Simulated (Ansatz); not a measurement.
This geometry of BFGeH$_{6}$N$_{2}$O (12 atoms, charge 0, multiplicity 1) is a first-order saddle point.

These are results of Ansatz, RKS LDA/def2-SVP, not measurements.

```xyz
12
Properties=species:S:1:pos:R:3
N -0.673 -1.221 0.810
B -0.028 -0.046 1.185
O 0.040 0.427 2.465
Ge 0.704 0.806 -0.550
N -0.266 -0.117 -1.820
F 0.379 2.522 -0.731
H -0.711 -1.447 -0.201
H -1.155 -1.848 1.463
H 0.753 0.101 3.036
H 2.182 0.665 -1.002
H -1.253 0.174 -1.844
H 0.105 -0.072 -2.777
```

**Question.** Which two structures does it join? (They come from a converged band through this point; their orientation in space is the band's.)

**Answer.** No bond is made or broken. The height of N1 over the plane of its neighbours goes from 0.00 to -0.01 Å.

Image 0:

```xyz
12
Properties=species:S:1:pos:R:3
N -0.566 -1.179 0.893
B 0.163 -0.016 1.154
O 0.480 0.513 2.362
Ge 0.738 0.793 -0.638
N -0.357 -0.133 -1.796
F 0.398 2.506 -0.808
H -0.697 -1.425 -0.105
H -0.980 -1.813 1.582
H 0.142 -0.001 3.120
H 2.169 0.639 -1.212
H -1.337 0.175 -1.735
H -0.075 -0.114 -2.784
```

Image 8:

```xyz
12
Properties=species:S:1:pos:R:3
N -0.614 -1.396 0.851
B 0.028 -0.200 1.171
O 0.100 0.247 2.453
Ge 0.739 0.694 -0.531
N -0.305 -0.058 -1.828
F 0.503 2.438 -0.461
H -0.668 -1.688 -0.133
H -1.068 -2.003 1.540
H 0.517 1.123 2.528
H 2.194 0.549 -1.041
H -1.310 0.123 -1.711
H -0.038 0.117 -2.804
```

**Question.** How far does it lie above each of them?

**Answer.** 0.30 eV above the first and 0.39 eV above the second. This is the barrier of this one path; another mechanism may lie lower.

Time of the run: 3.1 min on 2 threads of Arm Neoverse V1, on a shared host, peak memory 0.18 GiB.
